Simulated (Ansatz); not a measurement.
InCl2(NH2) (InNCl2H2). Charge 0, multiplicity 1. Geometry PBE0-D4/def2-SVP; atoms count from 1.

```xyz
6

In    0.2967    0.6669    0.1742
Cl   -0.8097    2.1813    1.5640
Cl    2.3972    1.3196   -0.6074
N    -0.5981   -1.0132   -0.4817
H     0.0282   -1.7574   -0.7790
H    -1.3143   -1.3972    0.1300
```

In the def2 sets In takes a core potential; there is no spin–orbit coupling.

(1) Estimate the Mulliken populations from the PBE0/def2-TZVP orbitals of Ansatz.

(2) And the Mayer bond orders between heavy atoms (over 0.3)?

Answers

(1) 
```csv
atom,charge (e)
In1,0.94
Cl2,-0.37
Cl3,-0.37
N4,-0.71
H5,0.25
H6,0.25
```
Mulliken values depend strongly on the basis.

(2) In1–Cl2 0.98 (2.33 Å); In1–Cl3 0.98 (2.33 Å); In1–N4 1.07 (2.01 Å).
